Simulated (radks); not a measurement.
Fractional charge and spin in the 5p shell of holmium: the spin-up occupation runs from 2 to 3 and the spin-down occupation from 2 to 3; the fullest corner is Ho3+, [Kr] 4d10 4f(up 5, down 5) 5s2 5p(up 3, down 3). All-electron calculation, scalar-relativistic Kohn-Sham, LDA (Slater exchange, Perdew-Wang correlation), spin-polarised, spherical densities, finite nucleus; Fermi nuclear charge, rms radius of each element as measured or else 0.836 A^(1/3) + 0.57 fm. Program: a radial shooting solver on a logarithmic mesh with Libxc functionals. Energy (eV) minus the two flat planes that join the four corners (they meet along the diagonal where the two added fractions sum to one electron); zero is where a piecewise linear energy would lie.

| down \ up | 2 | 2.25 | 2.5 | 2.75 | 3 |
|---|---|---|---|---|---|
| 2 | 0.000 | -1.381 | -1.836 | -1.373 | 0.000 |
| 2.25 | -1.381 | -1.782 | -1.269 | 0.154 | -1.320 |
| 2.5 | -1.836 | -1.269 | 0.205 | -1.220 | -1.754 |
| 2.75 | -1.373 | 0.154 | -1.220 | -1.705 | -1.311 |
| 3 | 0.000 | -1.320 | -1.754 | -1.311 | 0.000 |

Corners above the fullest one (they belong to Ho4+ and the next ion): (up 3, down 2) 61.697 eV, (up 2, down 3) 61.697 eV, (up 2, down 2) 138.58 eV. With half an added electron in each spin the energy lies 0.205 eV from the planes, and with half an added electron in spin up alone -1.836 eV. The planes are only a guide here: the flat-plane condition holds for ground states with one frontier orbital, while this shell lies below other occupied shells, so the corners above the fullest one are inner-hole states and not the ground states of those ions.
